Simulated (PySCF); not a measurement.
Atomic charges by several schemes

Species: C₆H₁₀N₂Si.
Numbering: `[CH:1]#[C:2][C@@H:3]([C:4]#[N:5])[CH2:6][CH2:7][NH:8][SiH3:9]` (hydrogens: H10 on C1; H11 on C3; H12, H13 on C6; H14, H15 on C7; H16 on N8; H17, H18, H19 on Si9)

Geometry (GFN2-xTB, Å), atoms numbered from 1 in this order:
```xyz
19
C6H10N2Si angstrom
C      3.123    1.852    0.872
C      2.242    1.229    0.356
C      1.186    0.442   -0.264
C      1.751   -0.278   -1.388
N      2.196   -0.854   -2.269
C      0.559   -0.537    0.746
C     -0.579   -1.360    0.124
N     -1.655   -0.567   -0.412
Si    -2.766    0.320    0.554
H      3.885    2.411    1.325
H      0.410    1.121   -0.644
H      0.166    0.041    1.584
H      1.330   -1.214    1.122
H     -0.175   -2.001   -0.667
H     -0.994   -2.002    0.905
H     -1.461   -0.235   -1.344
H     -3.270   -0.625    1.549
H     -2.190    1.476    1.268
H     -3.767    0.792   -0.396
```

Density: PBE0/pcSseg-1 (PySCF); schemes: Mulliken, IAO, Hirshfeld and ESP-fitted. Isolated species at its GFN2-xTB geometry (one conformer only).

Question: Tabulate the Mulliken, IAO, Hirshfeld and ESP-fitted charges.

Answer: In e:

```tsv
atom	environment	Mulliken	IAO	Hirshfeld	ESP-fitted
C1	terminal alkyne carbon	-0.369	-0.218	-0.098	-0.376
C2	alkyne carbon	+0.337	-0.026	-0.034	-0.093
C3	sp3 carbon next to a nitrile	-0.317	-0.153	+0.012	+0.074
C4	nitrile carbon	+0.152	+0.143	+0.092	+0.385
N5	nitrile nitrogen	-0.237	-0.235	-0.217	-0.466
C6	chain CH2 carbon	-0.170	-0.254	-0.062	-0.102
C7	sp3 carbon bound to nitrogen	-0.006	-0.147	-0.020	-0.214
N8	silicon-bound nitrogen	-0.673	-0.676	-0.239	-0.630
Si9	SiH3 silicon	+0.599	+0.738	+0.346	+0.480
H10	alkyne hydrogen	+0.047	+0.208	+0.099	+0.308
H11	methine hydrogen	+0.188	+0.190	+0.068	+0.116
H12	methylene hydrogen	+0.151	+0.148	+0.045	+0.103
H13	methylene hydrogen	+0.140	+0.152	+0.049	+0.087
H14	methylene hydrogen	+0.143	+0.148	+0.043	+0.139
H15	methylene hydrogen	+0.131	+0.145	+0.047	+0.155
H16	N–H hydrogen	+0.203	+0.256	+0.113	+0.328
H17	Si–H hydrogen	-0.102	-0.133	-0.077	-0.079
H18	Si–H hydrogen	-0.116	-0.165	-0.093	-0.118
H19	Si–H hydrogen	-0.100	-0.121	-0.074	-0.096
```

Mean size of the charges over all atoms: ESP-fitted 0.229 e, IAO 0.224 e, Mulliken 0.220 e, Hirshfeld 0.096 e. Each set sums to the total charge, 0, to within 0.001 e. The ESP scheme is a least-squares fit of atom-centred charges to the potential on four shells outside the van der Waals surface, with the total charge fixed. The IAO scheme counts the electrons in orthogonalised intrinsic atomic orbitals, a minimal basis polarised so that it spans the occupied orbitals exactly.

Lowest charge. All schemes agree: Mulliken N8 (-0.673); IAO N8 (-0.676); Hirshfeld N8 (-0.239); ESP-fitted N8 (-0.630).

Highest charge. All schemes agree: Mulliken Si9 (+0.599); IAO Si9 (+0.738); Hirshfeld Si9 (+0.346); ESP-fitted Si9 (+0.480).

Question: Sum the charges by element, for elements with more than one atom.

Answer: 
```json
{"element": "C", "atoms": "6", "Mulliken": "-0.373", "IAO": "-0.655", "Hirshfeld": "-0.109", "ESP-fitted": "-0.327"}
{"element": "N", "atoms": "2", "Mulliken": "-0.910", "IAO": "-0.911", "Hirshfeld": "-0.456", "ESP-fitted": "-1.096"}
{"element": "H", "atoms": "10", "Mulliken": "+0.684", "IAO": "+0.828", "Hirshfeld": "+0.219", "ESP-fitted": "+0.943"}
```

Question: How closely do the schemes follow one another over all atoms?

Answer: Correlation coefficient and root-mean-square difference: IAO with Hirshfeld 0.95, 0.169 e; Hirshfeld with ESP-fitted 0.93, 0.172 e; Mulliken with IAO 0.91, 0.117 e; IAO with ESP-fitted 0.89, 0.130 e; Mulliken with Hirshfeld 0.84, 0.185 e; Mulliken with ESP-fitted 0.80, 0.178 e.
